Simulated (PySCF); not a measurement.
PySCF input file for ethanol (C₂H₆O), SMILES CCO, PBE0/pcSseg-1. Geometry optimised at PBE0-D3(BJ)/def2-TZVP. One conformer was computed; it need not be the lowest.

```python
import numpy as np
from pyscf import gto, scf, dft
from pyscf.prop.nmr import rks as nmr

mol = gto.M(
    atom='''
    C    -0.84592021    0.59871380   -0.65980699
    C     0.07841802   -0.51279955   -0.21293637
    O     0.90743023   -0.13656924    0.86775354
    H    -1.43537356    0.28881582   -1.52674496
    H    -0.27386333    1.48891684   -0.92935585
    H    -1.54662563    0.87089988    0.13581228
    H     0.76000472   -0.78618501   -1.02177530
    H    -0.50300329   -1.41168357    0.03623385
    H     0.34443251    0.12630440    1.60026181
    ''',
    basis='pcSseg-1',
    charge=0,
    spin=0,
    max_memory=2000,
    verbose=3,
)
mf = dft.RKS(mol, xc='pbe0')
mf.grids.level = 3
mf.conv_tol = 1e-10
mf.max_cycle = 100
mf.kernel()
n = nmr.NMR(mf)
n.verbose = 2
n.max_cycle_cphf = 60
sigma = n.kernel()
print('atom   isotropic/ppm   span/ppm')
for i, s in enumerate(sigma):
    w = np.linalg.eigvalsh((s + s.T) / 2)
    print(f'{mol.atom_symbol(i):2s}{i + 1:3d} {w.mean():14.3f} {w[2] - w[0]:11.3f}')
```

It prints:

```
converged SCF energy = -154.840462084837
atom   isotropic/ppm   span/ppm
C   1        164.588      38.346
C   2        124.388      71.410
O   3        287.317      72.689
H   4         30.466      10.013
H   5         30.114       8.432
H   6         30.591       8.000
H   7         27.932       9.058
H   8         27.763      10.005
H   9         31.907      18.863
```

Self-consistency was reached.

Cost: very roughly 17 core-seconds.
